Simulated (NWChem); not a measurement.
# CH4F2Si; SMILES C[SiH](F)F

Results from NWChem. Pople sets run with spherical d functions. Structure relaxed at the PBE0/def2-SVP level.

For level LC-wPBE (HJS exchange hole, range parameter 0.4 per bohr)/6-31G*:

```yaml
highest occupied level (eV): -12.03
orbital gap (eV): 15.89
dipole (D): 2.19
```

Q: How do the values read with level BLYP/6-31G* instead?

A: The highest occupied level (eV) comes out as -7.55 and the orbital gap (eV) comes out as 8.30. The dipole (D) comes out as 2.07.
